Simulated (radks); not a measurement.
Question: Species: Ce2+. Configuration: [Xe] 4f1.75 6s0.25 (fractional occupations, a model configuration). Calculated with a radial shooting solver on a logarithmic mesh with Libxc functionals: Dirac Kohn-Sham, PBE, spin-unpolarised, spherical densities, point nucleus; open shells are shared between the two j in proportion to 2j + 1.

Spin-orbit splittings of the eigenvalues, e(l+1/2) - e(l-1/2), with zeta = 2 splitting/(2l+1) and mean radii in bohr:

shell  occ.  splitting (eV)  zeta (eV)  <r> j=l-1/2  <r> j=l+1/2
2p        6           446.6      297.8      0.08794      0.09415
3p        6           87.79      58.53       0.2680       0.2802
3d       10           18.86      7.543       0.2513       0.2551
4p        6               ?          ?       0.6575       0.6850
4d       10           3.266      1.306       0.7426       0.7525
4f     1.75          0.3020    0.08628        1.169        1.184
5p        6           2.640      1.760        1.723        1.803

Estimate the 4p splitting.

Answer: 18.75 eV (zeta = 12.50 eV).
